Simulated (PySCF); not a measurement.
**EPR parameters of C4H8OPSi**

Compound: C4H8OPSi (doublet state).
Z-matrix (Å and degrees, GFN2-xTB geometry), rows numbered from 1:
```
O 
C   1  1.1962
C   2  1.5066  1  126.30
C   3  1.4962  2  113.03  1     9.30
C   4  1.3252  3  124.51  2   126.09
Si  5  1.8853  4  124.81  3   179.96
P   6  2.2340  5  108.11  4  -110.21
H   2  1.1099  1  121.11  3  -179.24
H   3  1.0931  2  108.81  1   133.60
H   3  1.0970  2  105.97  1  -111.46
H   4  1.0813  3  114.72  2   -51.94
H   5  1.0848  4  118.33  3     1.73
H   6  1.4659  5  109.34  4    11.82
H   6  1.4653  5  109.45  4   133.48
H   7  1.3906  6   94.36  5    73.75
```

The hyperfine couplings belong to this conformer and change with its torsions.

The species is `O=CC/C=C/[SiH2][PH]` [radical].

Theory: PySCF 2.14.0, UKS B3LYP, pcH-1 on C H O P Si, non-relativistic, mean-field spin-orbit, GIAO. The structure is a single GFN2-xTB conformer in the gas phase; no vibrational or solvent corrections. The geometry wasn't refined by DFT: couplings that depend on bond lengths, twists or pyramidal angles can differ widely from those at the functional's own minimum, by a factor of two or more for some ions and for spin on atoms past the first row. No stability test was run, so a lower SCF solution isn't excluded.

* g1, g2, g3: 2.00219, 2.00903, 2.02294
* g_iso: 2.01139
* Form of g: rhombic: the two nearest values differ by 33 % of g3 − g1
* ⟨S²⟩: 0.7534 (exact 0.7500)
* α and β electrons: 35, 34

Hyperfine couplings atom by atom, in MHz; T1 to T3 are the principal values of the dipolar part; ρ(0) is the spin density at the nucleus:

```tsv
atom	isotope	a_iso	of which spin–orbit	T1	T2	T3	Mulliken spin population	ρ(0) (bohr⁻³)
O1	17O	0.0	0.0	-0.1	0.0	0.1	0.00	0.0001
C2	13C	0.2	0.0	-0.1	-0.1	0.2	0.00	0.0001
C3	13C	0.8	0.0	-0.3	-0.2	0.5	0.00	0.0007
C4	13C	2.1	0.0	-1.8	-1.0	2.8	0.02	0.0019
C5	13C	31.4	0.0	-3.5	-2.4	5.9	0.01	0.0279
Si6	29Si	26.8	0.0	-1.9	-0.3	2.2	-0.02	-0.0302
P7	31P	112.1	-0.1	-314.1	-298.1	612.2	1.00	0.0619
H8	1H	0.0	0.0	-0.2	-0.2	0.4	0.00	0.0000
H9	1H	0.2	0.0	-0.6	-0.4	1.0	0.00	0.0000
H10	1H	3.0	0.0	-0.6	-0.4	0.9	0.00	0.0007
H11	1H	-0.6	0.0	-1.0	-0.3	1.3	0.00	-0.0001
H12	1H	-1.0	0.0	-2.5	-0.9	3.4	0.00	-0.0002
H13	1H	29.7	0.0	-2.4	-1.3	3.7	0.01	0.0066
H14	1H	-0.9	0.0	-2.4	-1.8	4.2	0.00	-0.0002
H15	1H	-34.9	0.2	-17.5	3.1	14.4	-0.03	-0.0079
```

The largest Mulliken spin population is on P7 (+1.00).

Under fast tumbling the dipolar parts average out, and these isotropic splittings remain: 1 × 31P (P7, I = 1/2, 2 lines) with 3.98 mT, 1 × 1H (H15, I = 1/2, 2 lines) with 1.24 mT, 2 × 1H (H13/H14, I = 1/2, 3 lines) with 0.51 mT, 2 × 1H (H9/H10, I = 1/2, 3 lines) with 0.06 mT and 1 × 1H (H12, I = 1/2, 2 lines) with 0.04 mT.

Class means assume fast exchange of nuclei equivalent by connectivity; if that motion is slow, each nucleus keeps its own coupling. The 1H value of +14.4 MHz is a mean of couplings from -0.9 to 29.7 MHz in this one geometry, not an average over conformers.

The 29Si coupling of Si6 (26.8 MHz) shows only in satellite lines or after enrichment, since that isotope makes up about 4.7 % of natural silicon.

The 13C coupling of C5 (31.4 MHz) shows only in satellite lines or after enrichment, since that isotope makes up about 1.07 % of natural carbon.
